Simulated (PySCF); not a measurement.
H4BCl2NO2Si (SMILES OB(O)N[SiH](Cl)Cl), singlet, at a GFN2-xTB geometry, atoms displaced at random by about 0.03 Å a coordinate; B3LYP/STO-3G, gradient by finite differences (PySCF).

Here is a job for PySCF.
```python
from pyscf import gto, scf, dft

mol = gto.Mole()
mol.atom = '''
    Si    0.848450   -0.195588   -0.198414
    Cl    2.254947    0.023778    1.134055
    Cl    0.603220    1.359540   -1.419317
    N    -0.672032   -0.428804    0.744888
    B    -1.905273   -0.656755    0.256359
    O    -3.030948   -0.784263    1.115939
    O    -2.044870   -0.728898   -1.052663
    H     1.058499   -1.421722   -0.978087
    H    -0.565162   -0.332813    1.801764
    H    -3.827009   -0.874951    0.766384
    H    -2.920258   -0.961484   -1.462157
'''
mol.basis = 'sto-3g'
mol.charge = 0
mol.spin = 0
mol.verbose = 4
mol.build()

mf = dft.RKS(mol)
mf.xc = 'b3lyp'
mf.conv_tol = 1e-11
mf.kernel()
scan, done = mf.as_scanner(), []
scan.scf_summary = {}
def energy(d):
    c = mol.atom_coords()
    c[9, 0] += d
    e = scan(mol.set_geom_(c, unit='Bohr', inplace=False))
    done.append(scan.converged)
    return e
h = 0.2
fd = (energy(h) - energy(-h)) / (2 * h)
print('dE/dx =', fd)
```

Output, abridged:

```
PySCF version 2.14.0

[INPUT] verbose = 4
[INPUT] num. atoms = 11
[INPUT] num. electrons = 80
[INPUT] charge = 0
[INPUT] spin (= nelec alpha-beta = 2S) = 0
[INPUT] symmetry False subgroup None
[INPUT] Mole.unit = angstrom
[INPUT] Symbol           X                Y                Z      unit          X                Y                Z       unit  Magmom
[...]
nuclear repulsion = 522.279530370397
number of shells = 31
number of NR pGTOs = 153
number of NR cGTOs = 51
basis = sto-3g
ecp = {}

******** <class 'pyscf.dft.rks.RKS'> ********
method = RKS
initial guess = minao
damping factor = 0
level_shift factor = 0
DIIS = <class 'pyscf.scf.diis.CDIIS'>
diis_start_cycle = 1
diis_space = 8
diis_damp = 0
SCF conv_tol = 1e-11
SCF conv_tol_grad = None
SCF max_cycles = 50
direct_scf = True
direct_scf_tol = 1e-13
XC library pyscf.dft.libxc version 7.1.2
    S. Lehtola, C. Steigemann, M. J. T. Oliveira, and M. A. L. Marques,  SoftwareX 7, 1–5 (2018)
XC functionals = b3lyp
    P. J. Stephens, F. J. Devlin, C. F. Chabalowski, and M. J. Frisch,  J. Phys. Chem. 98, 11623 (1994)
radial grids:
    Treutler-Ahlrichs [JCP 102, 346 (1995); DOI:10.1063/1.469408] (M4) radial grids

becke partition: Becke, JCP 88, 2547 (1988); DOI:10.1063/1.454033
pruning grids: <function nwchem_prune>
grids dens level: 3
symmetrized grids: False
atomic radii adjust function: <function treutler_atomic_radii_adjust>
small_rho_cutoff = 0
Set gradient conv threshold to 3.16228e-06
Initial guess from minao.
tot grids = 152288
init E= -1426.51653378217
[...]
cycle= 1 E= -1425.77098145952  delta_E= 0.746  |g|= 0.823  |ddm|= 4.28
[...]
cycle= 2 E= -1425.83100282556  delta_E= -0.06  |g|= 0.757  |ddm|= 2.37
[...]
cycle= 3 E= -1426.01363052586  delta_E= -0.183  |g|= 0.0537  |ddm|= 1.16
[...]
cycle= 4 E= -1426.01435173979  delta_E= -0.000721  |g|= 0.0286  |ddm|= 0.12
[...]
cycle= 5 E= -1426.01459481481  delta_E= -0.000243  |g|= 0.00484  |ddm|= 0.0438
[...]
cycle= 6 E= -1426.01460275165  delta_E= -7.94e-06  |g|= 0.000827  |ddm|= 0.00847
[...]
cycle= 7 E= -1426.01460299792  delta_E= -2.46e-07  |g|= 0.00016  |ddm|= 0.00171
[...]
cycle= 8 E= -1426.01460300863  delta_E= -1.07e-08  |g|= 1.5e-05  |ddm|= 0.000349
[...]
cycle= 9 E= -1426.01460300871  delta_E= -7.66e-11  |g|= 8.06e-06  |ddm|= 3.94e-05
[...]
cycle= 10 E= -1426.01460300873  delta_E= -2.16e-11  |g|= 1.87e-06  |ddm|= 1.36e-05
[...]
cycle= 11 E= -1426.01460300873  delta_E= 4.55e-13  |g|= 1.85e-07  |ddm|= 3.58e-06
[...]
Extra cycle  E= -1426.01460300873  delta_E= 1.14e-12  |g|= 1.08e-07  |ddm|= 7.42e-07
converged SCF energy = -1426.01460300873
Create scanner for <class 'pyscf.dft.rks.RKS'>

WARN: Mole.unit (angstrom) is changed to Bohr

New geometry
   1 Si     0.848450000000  -0.195588000000  -0.198414000000 AA    1.603338130387  -0.369607753251  -0.374948119279 Bohr
   2 Cl     2.254947000000   0.023778000000   1.134055000000 AA    4.261232255410   0.044933907790   2.143053360194 Bohr
   3 Cl     0.603220000000   1.359540000000  -1.419317000000 AA    1.139920592860   2.569158255391  -2.682120413939 Bohr
   4 N     -0.672032000000  -0.428804000000   0.744888000000 AA   -1.269956426944  -0.810322121118   1.407634313475 Bohr
   5 B     -1.905273000000  -0.656755000000   0.256359000000 AA   -3.600444162528  -1.241087080939   0.484448299567 Bohr
   6 O     -3.030948000000  -0.784263000000   1.115939000000 AA   -5.727661617798  -1.482042279630   2.108819081721 Bohr
   7 O     -2.044870000000  -0.728898000000  -1.052663000000 AA   -3.864244260339  -1.377417592743  -1.989244771463 Bohr
   8 H      1.058499000000  -1.421722000000  -0.978087000000 AA    2.000273213126  -2.686665205269  -1.848316555997 Bohr
   9 H     -0.565162000000  -0.332813000000   1.801764000000 AA   -1.068001396011  -0.628925420695   3.404840501101 Bohr
  10 H     -3.721173557816  -0.874951000000   0.766384000000 AA   -7.031998886246  -1.653417762414   1.448255866249 Bohr
  11 H     -2.920258000000  -0.961484000000  -1.462157000000 AA   -5.518487833070  -1.816941433151  -2.763076281116 Bohr

******** <class 'pyscf.scf.hf.RKS_Scanner'> ********
method = RKS_Scanner
initial guess = minao
damping factor = 0
level_shift factor = 0
DIIS = <class 'pyscf.scf.diis.CDIIS'>
diis_start_cycle = 1
diis_space = 8
diis_damp = 0
SCF conv_tol = 1e-11
SCF conv_tol_grad = None
SCF max_cycles = 50
direct_scf = True
direct_scf_tol = 1e-13
XC library pyscf.dft.libxc version 7.1.2
    S. Lehtola, C. Steigemann, M. J. T. Oliveira, and M. A. L. Marques,  SoftwareX 7, 1–5 (2018)
XC functionals = b3lyp
    P. J. Stephens, F. J. Devlin, C. F. Chabalowski, and M. J. Frisch,  J. Phys. Chem. 98, 11623 (1994)
radial grids:
    Treutler-Ahlrichs [JCP 102, 346 (1995); DOI:10.1063/1.469408] (M4) radial grids

becke partition: Becke, JCP 88, 2547 (1988); DOI:10.1063/1.454033
pruning grids: <function nwchem_prune>
grids dens level: 3
symmetrized grids: False
atomic radii adjust function: <function treutler_atomic_radii_adjust>
small_rho_cutoff = 0
Set gradient conv threshold to 3.16228e-06
tot grids = 152288
init E= -1425.98405791028
[...]
cycle= 1 E= -1425.95443862643  delta_E= 0.0296  |g|= 0.0301  |ddm|= 0.138
[...]
cycle= 2 E= -1425.95463208973  delta_E= -0.000193  |g|= 0.0196  |ddm|= 0.0763
[...]
cycle= 3 E= -1425.95473676611  delta_E= -0.000105  |g|= 0.00692  |ddm|= 0.0361
[...]
cycle= 4 E= -1425.95475145894  delta_E= -1.47e-05  |g|= 0.000695  |ddm|= 0.00966
[...]
cycle= 5 E= -1425.95475160922  delta_E= -1.5e-07  |g|= 0.000221  |ddm|= 0.00123
[...]
cycle= 6 E= -1425.95475162408  delta_E= -1.49e-08  |g|= 5.75e-05  |ddm|= 0.000389
[...]
cycle= 7 E= -1425.95475162501  delta_E= -9.39e-10  |g|= 1.67e-05  |ddm|= 9.35e-05
[...]
cycle= 8 E= -1425.9547516251  delta_E= -8.78e-11  |g|= 1.28e-06  |ddm|= 2.21e-05
[...]
cycle= 9 E= -1425.9547516251  delta_E= 7.28e-12  |g|= 1.54e-07  |ddm|= 2.62e-06
[...]
Extra cycle  E= -1425.9547516251  delta_E= -7.28e-12  |g|= 1.02e-07  |ddm|= 5.66e-07
converged SCF energy = -1425.9547516251

WARN: Mole.unit (angstrom) is changed to Bohr

New geometry
   1 Si     0.848450000000  -0.195588000000  -0.198414000000 AA    1.603338130387  -0.369607753251  -0.374948119279 Bohr
   2 Cl     2.254947000000   0.023778000000   1.134055000000 AA    4.261232255410   0.044933907790   2.143053360194 Bohr
   3 Cl     0.603220000000   1.359540000000  -1.419317000000 AA    1.139920592860   2.569158255391  -2.682120413939 Bohr
   4 N     -0.672032000000  -0.428804000000   0.744888000000 AA   -1.269956426944  -0.810322121118   1.407634313475 Bohr
   5 B     -1.905273000000  -0.656755000000   0.256359000000 AA   -3.600444162528  -1.241087080939   0.484448299567 Bohr
   6 O     -3.030948000000  -0.784263000000   1.115939000000 AA   -5.727661617798  -1.482042279630   2.108819081721 Bohr
   7 O     -2.044870000000  -0.728898000000  -1.052663000000 AA   -3.864244260339  -1.377417592743  -1.989244771463 Bohr
   8 H      1.058499000000  -1.421722000000  -0.978087000000 AA    2.000273213126  -2.686665205269  -1.848316555997 Bohr
   9 H     -0.565162000000  -0.332813000000   1.801764000000 AA   -1.068001396011  -0.628925420695   3.404840501101 Bohr
  10 H     -3.932844442184  -0.874951000000   0.766384000000 AA   -7.431998886246  -1.653417762414   1.448255866249 Bohr
  11 H     -2.920258000000  -0.961484000000  -1.462157000000 AA   -5.518487833070  -1.816941433151  -2.763076281116 Bohr

******** <class 'pyscf.scf.hf.RKS_Scanner'> ********
method = RKS_Scanner
initial guess = minao
damping factor = 0
level_shift factor = 0
DIIS = <class 'pyscf.scf.diis.CDIIS'>
diis_start_cycle = 1
diis_space = 8
diis_damp = 0
SCF conv_tol = 1e-11
SCF conv_tol_grad = None
SCF max_cycles = 50
direct_scf = True
direct_scf_tol = 1e-13
XC library pyscf.dft.libxc version 7.1.2
    S. Lehtola, C. Steigemann, M. J. T. Oliveira, and M. A. L. Marques,  SoftwareX 7, 1–5 (2018)
XC functionals = b3lyp
    P. J. Stephens, F. J. Devlin, C. F. Chabalowski, and M. J. Frisch,  J. Phys. Chem. 98, 11623 (1994)
radial grids:
    Treutler-Ahlrichs [JCP 102, 346 (1995); DOI:10.1063/1.469408] (M4) radial grids

becke partition: Becke, JCP 88, 2547 (1988); DOI:10.1063/1.454033
pruning grids: <function nwchem_prune>
grids dens level: 3
symmetrized grids: False
atomic radii adjust function: <function treutler_atomic_radii_adjust>
small_rho_cutoff = 0
Set gradient conv threshold to 3.16228e-06
tot grids = 152288
init E= -1426.00301503518
[...]
cycle= 1 E= -1426.03251948053  delta_E= -0.0295  |g|= 0.0725  |ddm|= 0.289
[...]
cycle= 2 E= -1426.03360242693  delta_E= -0.00108  |g|= 0.0553  |ddm|= 0.196
[...]
cycle= 3 E= -1426.03451454376  delta_E= -0.000912  |g|= 0.016  |ddm|= 0.0939
[...]
cycle= 4 E= -1426.03459534609  delta_E= -8.08e-05  |g|= 0.00175  |ddm|= 0.0237
[...]
cycle= 5 E= -1426.03459645823  delta_E= -1.11e-06  |g|= 0.00031  |ddm|= 0.00306
[...]
cycle= 6 E= -1426.03459648631  delta_E= -2.81e-08  |g|= 8.73e-05  |ddm|= 0.000501
[...]
cycle= 7 E= -1426.03459648851  delta_E= -2.2e-09  |g|= 2.91e-05  |ddm|= 0.000142
[...]
cycle= 8 E= -1426.03459648876  delta_E= -2.53e-10  |g|= 5.93e-06  |ddm|= 4.71e-05
[...]
cycle= 9 E= -1426.03459648877  delta_E= -6.82e-12  |g|= 4.56e-07  |ddm|= 9.52e-06
[...]
Extra cycle  E= -1426.03459648877  delta_E= -4.55e-13  |g|= 2.95e-07  |ddm|= 1.89e-06
converged SCF energy = -1426.03459648877
dE/dx = 0.19961215916964647
```
